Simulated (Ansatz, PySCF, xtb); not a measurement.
Gas-phase reaction R1 → P1, each structure at its B3LYP-D3(BJ)/def2-TZVP stationary point, reached from a drawn start; harmonic modes at that level show minima.
R1, C2H3N (SMILES [C-]#[N+]C) (charge 0, multiplicity 1):
```csv
atom,x (Å),y (Å),z (Å)
C,-0.4821,0.0077,-0.0106
N,0.9354,-0.0149,0.0206
C,2.0994,-0.0334,0.0462
H,-0.8457,-0.6917,-0.7631
H,-0.8772,-0.2783,0.9638
H,-0.8298,1.0106,-0.2570
```
P1, C2H3N (SMILES CC#N) (charge 0, multiplicity 1):
```xyz
6

C     -0.488     0.004    -0.008
C      0.966    -0.007     0.016
N      2.115    -0.016     0.035
H     -0.859    -0.760    -0.693
H     -0.882    -0.198     0.988
H     -0.851     0.977    -0.339
```

P less R. No zero-point or thermal terms.

Correlated levels freeze the cores.

The values were computed with Ansatz (a quantum-chemistry and plane-wave program); PySCF for the D3/D4 terms; xtb for the GFN methods. No computed number here is a measurement.

| level | reaction energy (kcal/mol) |
|---|---|
| GFN1-xTB | -35.91 |
| BLYP/def2-TZVPP | -24.07 |
| revPBE-D4/def2-TZVPP | -24.37 |
| B3LYP-D3(BJ)/def2-TZVPP | -23.37 |
| wB97X-V/def2-TZVPP | -22.90 |
| MP2/cc-pVDZ | -27.33 |
| SCS-MP2/cc-pVQZ | -25.73 |
| CCSD/cc-pVDZ | … |
| CCSD(T)/cc-pVQZ | … |

**Question.** Complete the blanks.

**Answer.** 
- CCSD/cc-pVDZ, reaction energy (kcal/mol): -24.18
- CCSD(T)/cc-pVQZ, reaction energy (kcal/mol): -24.20
